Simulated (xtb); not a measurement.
C$_{2}$H$_{6}$Mg, charge -1, doublet, from a rough starting geometry (GFN-xTB shapes and energies of metal compounds can be far from the true ones) (a state made from the parent by changing its charge; the spin is typed, not shown lowest); GFN2-xTB (xtb).

Here is a job for xtb.
```
$ xtb mol.xyz --gfn 2 --chrg -1 --uhf 1 --opt vtight --json

# file mol.xyz
9

Mg    -0.01379231     0.03836767     0.02490757
C      1.65462508     0.21870819    -1.30972027
H      2.38068912    -0.59027349    -1.25155976
H      2.16509761     1.20052524    -1.20709423
H      1.27999176     0.30914697    -2.35699197
C     -1.69162604    -0.26967020     1.34898112
H     -2.19707889    -1.20010793     1.10319205
H     -2.36485101     0.55938455     1.30512332
H     -1.34954352    -0.30453224     2.35174006
```

It wrote (shortened):

```
   ID    Z sym.   atoms
    1   12 Mg     1
    2    6 C      2, 6
    3    1 H      3-5, 7-9

           -------------------------------------------------
          |                Calculation Setup                |
           -------------------------------------------------

           -------------------------------------------------
          |                 G F N 2 - x T B                 |
           -------------------------------------------------

          ...................................................
          :                      SETUP                      :
          :.................................................:
          :  # basis functions                  24          :
          :  # atomic orbitals                  23          :
          :  # shells                           13          :
          :  # electrons                        17          :
          :  max. iterations                   250          :
          :  Hamiltonian                  GFN2-xTB          :
          :  restarted?                      false          :
          :  GBSA solvation                  false          :
          :  PC potential                    false          :
          :  electronic temp.          300.0000000     K    :
          :  accuracy                    1.0000000          :
          :  -> integral cutoff          0.2500000E+02      :
          :  -> integral neglect         0.1000000E-07      :
          :  -> SCF convergence          0.1000000E-05 Eh   :
          :  -> wf. convergence          0.1000000E-03 e    :
          :  Broyden damping             0.4000000          :
          :  net charge                         -1          :
          :  unpaired electrons                  1          :
          ...................................................

 iter      E             dE          RMSdq      gap      omega  full diag
   1     -6.9097009 -0.690970E+01  0.187E+01    1.85       0.0  T
   2     -7.7682079 -0.858507E+00  0.210E+01    4.31       1.0  T
   3     -7.9371044 -0.168896E+00  0.106E+01    4.89       1.0  T
   4     -8.0128250 -0.757206E-01  0.171E+00    5.19       1.0  T
   5     -8.0268715 -0.140465E-01  0.401E-01    5.18       1.0  T
   6     -8.0260951  0.776336E-03  0.498E-01    5.14       1.0  T
   7     -8.0267923 -0.697172E-03  0.176E-01    5.15       1.0  T
   8     -8.0269886 -0.196353E-03  0.529E-02    5.15       1.0  T
   9     -8.0269918 -0.316274E-05  0.150E-02    5.16       2.2  T
  10     -8.0269918  0.193972E-07  0.414E-03    5.16       8.0  T
  11     -8.0269919 -0.794481E-07  0.573E-04    5.16      58.1  T
  12     -8.0269919 -0.546512E-09  0.212E-04    5.16     157.4  T

   *** convergence criteria satisfied after 12 iterations ***

         :::::::::::::::::::::::::::::::::::::::::::::::::::::
         ::                     SUMMARY                     ::
         :::::::::::::::::::::::::::::::::::::::::::::::::::::
         :: total energy              -7.917335800100 Eh    ::
         :: gradient norm              0.052943677815 Eh/a0 ::
         :: HOMO-LUMO gap              5.162480420132 eV    ::
         ::.................................................::
         :: SCC energy                -8.026989942727 Eh    ::
         :: -> isotropic ES            0.150846553200 Eh    ::
         :: -> anisotropic ES          0.009876594929 Eh    ::
         :: -> anisotropic XC          0.003453718744 Eh    ::
         :: -> dispersion             -0.003731201435 Eh    ::
         :: repulsion energy           0.109654142627 Eh    ::
         :: add. restraining           0.000000000000 Eh    ::
         :: total charge              -1.000000000000 e     ::
         :::::::::::::::::::::::::::::::::::::::::::::::::::::

      -----------------------------------------------------------
     |                   =====================                   |
     |                        A N C O P T                        |
     |                   =====================                   |
     |               Approximate Normal Coordinate               |
     |                Rational Function Optimizer                |
      -----------------------------------------------------------
      -----------------------------------------------------------
     |                   =====================                   |
     |                        A N C O P T                        |
     |                   =====================                   |
     |               Approximate Normal Coordinate               |
     |                Rational Function Optimizer                |
      -----------------------------------------------------------

          ...................................................
          :                      SETUP                      :
          :.................................................:
          :   optimization level         verytight          :
          :   max. optcycles                   200          :
          :   ANC micro-cycles                  20          :
          :   degrees of freedom                21          :
          :.................................................:
          :   RF solver                   davidson          :
          :   write xtbopt.log                true          :
          :   linear?                        false          :
          :   energy convergence         0.1000000E-06 Eh   :
          :   grad. convergence          0.2000000E-03 Eh/α :
          :   maxmium RF displ.          1.0000000          :
          :   Hlow (freq-cutoff)         0.1000000E-01      :
          :   Hmax (freq-cutoff)         5.0000000          :
          :   S6 in model hess.         20.0000000          :
          ...................................................

generating ANC from exact Hessian ...
Using Lindh-Hessian (1995)
 Shifting diagonal of input Hessian by    9.1880240459709366E-003
 Lowest  eigenvalues of input Hessian
[...]
 * total energy  :    -7.9254542 Eh     change       -0.2835725E-04 Eh
 * total energy  :    -7.9254569 Eh     change       -0.2623838E-05 Eh
 * total energy  :    -7.9254577 Eh     change       -0.8323931E-06 Eh
 * total energy  :    -7.9254585 Eh     change       -0.7984980E-06 Eh
 * total energy  :    -7.9254587 Eh     change       -0.2225200E-06 Eh
 * total energy  :    -7.9254588 Eh     change       -0.1290667E-06 Eh
 * total energy  :    -7.9254590 Eh     change       -0.1297783E-06 Eh
 * total energy  :    -7.9254591 Eh     change       -0.1479321E-06 Eh
 * total energy  :    -7.9254593 Eh     change       -0.1461038E-06 Eh
 * total energy  :    -7.9254594 Eh     change       -0.1325901E-06 Eh
 * total energy  :    -7.9254595 Eh     change       -0.1230634E-06 Eh
 * total energy  :    -7.9254596 Eh     change       -0.1081307E-06 Eh
 * total energy  :    -7.9254597 Eh     change       -0.7937597E-07 Eh
   *** GEOMETRY OPTIMIZATION CONVERGED AFTER 18 ITERATIONS ***
[...]
   1     -8.0170248 -0.801702E+01  0.328E-05    5.38       0.0  T
   2     -8.0170248 -0.285993E-12  0.179E-05    5.38    1863.8  T
   3     -8.0170248 -0.657252E-13  0.118E-05    5.38    2817.4  T

   *** convergence criteria satisfied after 3 iterations ***

         :::::::::::::::::::::::::::::::::::::::::::::::::::::
         ::                     SUMMARY                     ::
         :::::::::::::::::::::::::::::::::::::::::::::::::::::
         :: total energy              -7.925459710187 Eh    ::
         :: gradient norm              0.000032362466 Eh/a0 ::
         :: HOMO-LUMO gap              5.383018705901 eV    ::
         ::.................................................::
         :: SCC energy                -8.017023359917 Eh    ::
         :: -> isotropic ES            0.145056358530 Eh    ::
         :: -> anisotropic ES          0.011939315755 Eh    ::
         :: -> anisotropic XC          0.003614721831 Eh    ::
         :: -> dispersion             -0.003698977422 Eh    ::
         :: repulsion energy           0.091563649730 Eh    ::
         :: add. restraining           0.000000000000 Eh    ::
         :: total charge              -1.000000000000 e     ::
         :::::::::::::::::::::::::::::::::::::::::::::::::::::

           -------------------------------------------------
          |                Property Printout                |
           -------------------------------------------------

    * Orbital Energies and Occupations

         #    Occupation            Energy/Eh            Energy/eV
      -------------------------------------------------------------
         1        2.0000           -0.3411163              -9.2822
         2        2.0000           -0.3382451              -9.2041
         3        2.0000           -0.2374008              -6.4600
         4        2.0000           -0.2373982              -6.4599
         5        2.0000           -0.2351274              -6.3981
         6        2.0000           -0.2351247              -6.3981
         7        2.0000           -0.1551243              -4.2211
         8        2.0000           -0.1083090              -2.9472
         9        1.0000           -0.0335125              -0.9119 (HOMO)
        10                          0.1643098               4.4711 (LUMO)
        11                          0.1643166               4.4713
        12                          0.1963905               5.3441
        13                          0.1964101               5.3446
        14                          0.2048841               5.5752
        15                          0.2049043               5.5757
        16                          0.3089524               8.4070
        17                          0.4006461              10.9021
        18                          0.4034560              10.9786
        19                          0.4034697              10.9790
        20                          0.4096864              11.1481
       ...                                ...                  ...
        23                          1.0681274              29.0652
      -------------------------------------------------------------
                  HL-Gap            0.1978223 Eh            5.3830 eV
             Fermi-level           -0.0027561 Eh           -0.0750 eV

     #   Z          covCN         q      C6AA      α(0)
     1  12 Mg       1.519     0.135   123.564    26.788
     2   6 C        3.526    -0.266    27.492     7.716
     3   1 H        0.922    -0.101     5.588     3.697
     4   1 H        0.922    -0.101     5.588     3.697
     5   1 H        0.922    -0.101     5.583     3.695
     6   6 C        3.526    -0.266    27.492     7.716
     7   1 H        0.922    -0.101     5.584     3.696
     8   1 H        0.922    -0.101     5.585     3.696
     9   1 H        0.922    -0.101     5.590     3.697

 Mol. C6AA /au·bohr⁶  :       1218.031430
 Mol. C8AA /au·bohr⁸  :      41888.564826
 Mol. α(0) /au        :         64.398985

Wiberg/Mayer (AO) data.
largest (>0.10) Wiberg bond orders for each atom

 ---------------------------------------------------------------------------
     #   Z sym  total        # sym  WBO       # sym  WBO       # sym  WBO
 ---------------------------------------------------------------------------
     1  12 Mg   1.276 --     2 C    0.564     6 C    0.564
     2   6 C    3.545 --     4 H    0.964     3 H    0.964     5 H    0.964
                             1 Mg   0.564
     3   1 H    0.990 --     2 C    0.964
     4   1 H    0.990 --     2 C    0.964
     5   1 H    0.990 --     2 C    0.964
     6   6 C    3.545 --     9 H    0.964     8 H    0.964     7 H    0.964
                             1 Mg   0.564
     7   1 H    0.990 --     6 C    0.964
     8   1 H    0.990 --     6 C    0.964
     9   1 H    0.990 --     6 C    0.964
 ---------------------------------------------------------------------------

Topologies differ in total number of bonds
Writing topology from bond orders to xtbtopo.mol

molecular dipole:
                 x           y           z       tot (Debye)
 q only:        0.036       0.011       0.008
   full:        0.025       0.007      -0.007       0.067
molecular quadrupole (traceless):
                xx          xy          yy          xz          yz          zz
 q only:       -9.665      -3.462      11.860      17.949       2.816      -2.195
  q+dip:       -6.746      -2.416       8.277      12.525       1.965      -1.530
   full:       -7.400      -2.650       9.077      13.736       2.155      -1.678

optimized geometry written to: xtbopt.xyz

           -------------------------------------------------
          | TOTAL ENERGY               -7.925459710187 Eh   |
          | GRADIENT NORM               0.000032362466 Eh/α |
          | HOMO-LUMO GAP               5.383018705901 eV   |
           -------------------------------------------------

normal termination of xtb
```
